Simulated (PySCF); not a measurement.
A thermochemical cycle for BeZn

PBE in PySCF with x2c-SVPall on every atom, spin-free X2C, for the lowest determinant that a PBE0 search found; no spin–orbit coupling. BeZn, a singlet (closed shell), has De = 0.19 eV to neutral atoms, and BeZn⁺, a doublet (σ ↑), has De = 1.89 eV to Be⁺ + Zn.

At the same level the Be atom ionises at 8.97 eV.

Task: What is the adiabatic ionisation energy of the molecule, and does ionisation strengthen or weaken the bond?

Result: IE = IE(Be) + De(neutral) − De(ion) = 8.97 + 0.19 − 1.89 = 7.27 eV. De changes by +1.70 eV, so ionisation strengthens the bond.

Closed-shell solutions of metal pairs were not tested for spin polarisation, which can lower them a little. Weak bonds: BeZn. Basis-set superposition, not corrected here, can be much of De in a small basis, most of all at correlated wavefunction levels. For an ion De counts to the pair picked by the measured ionisation energies or electron affinities, which need not be the lowest pair at this level. States were picked by a PBE0 search and need not be the measured ground states.
